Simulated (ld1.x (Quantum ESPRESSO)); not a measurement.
## Before and after: ultrasoft potential for Ge

germanium, ultrasoft, made with ld1.x (Quantum ESPRESSO) 7.5 (PW91, scalar-relativistic). Core [Ar] 3d10, reference 4s1.5 4p2.5. Waves: 4s (bound): rcut 1.25, rcutus 1.55 bohr; 4s channel at 0.55 Ry: rcut 1.25, rcutus 1.55 bohr; 4p (bound): rcut 2.50, rcutus 2.65 bohr; 4p channel at 0.1 Ry: rcut 2.50, rcutus 2.65 bohr; 4d channel at 0.15 Ry: rcut 2.15, rcutus 2.40 bohr; 4d channel at 1.9 Ry: rcut 2.15, rcutus 2.40 bohr. Local part: all-electron potential smoothed inside 1.90 bohr (lloc = -1). Core correction: a·sin(br)/r model core inside 0.95 bohr. Augmentation charge: built from norm-conserving waves at rcut, not smoothed further.

Change: core correction a·sin(br)/r model core inside 1.34 bohr.

Cutoffs: the cutoffs (Ry, on a coarse ladder) from which the occupation-weighted sum of valence levels, in a spherical-Bessel basis at the reference potential, stays within 10 and 1 mRy of its value at 400 Ry; they do not see the model core or the augmentation charge, which bear on the density cutoff. Errors are all-electron minus pseudo energies relative to the spin-unpolarised reference configuration.

Question: Predict the effect on cutoff, ghosts and configuration errors.

Answer: The potential gets neither clearly harder nor softer (12 Ry and 18 Ry → 12 Ry and 18 Ry); of the 7 tests that both files solve, the error grows in 0 and shrinks in 2 by more than 15 % and 0.3 meV (median size 3.0 → 2.6 meV); neither file shows a bound ghost. A wider model core is smoother and lowers the density cutoff, which this test does not measure.

```csv
quantity,base,changed
"cutoff, loose",12 Ry,12 Ry
"cutoff, tight",18 Ry,18 Ry
bound ghosts,none,none
"error for 4s2 4p2, meV [ΔE -3.97 eV]",-2.4,-2.0
"error for 4s2 4p1, meV [ΔE 3.54 eV]",-3.6,-3.1
"error for 4s2 4p0, meV [ΔE 19.06 eV]",-39,-38
"error for 4s2 4p1.5, meV [ΔE -1.14 eV]",-1.6,-1.2
"error for 4s2 4p2.3, meV [ΔE -4.86 eV]",-2.9,-2.6
"error for 4s1 4p3, meV [ΔE 4.03 eV]",-3.0,-2.6
"error for 4s1 4p2, meV [ΔE 12.28 eV]",-15,-15
s: phases at 2.90 bohr within 0.05 rad from the reference energy up to (Ry; the scan ends near 5),3.8,3.8
p: phases at 2.90 bohr within 0.05 rad from the reference energy up to (Ry; the scan ends near 5),2.5,2.5
d: phases at 2.90 bohr within 0.05 rad from the reference energy up to (Ry; the scan ends near 5),3.8,3.8
lowest overlap eigenvalue by channel,"s 0.44, p 0.75, d 0.43","s 0.44, p 0.75, d 0.43"
```
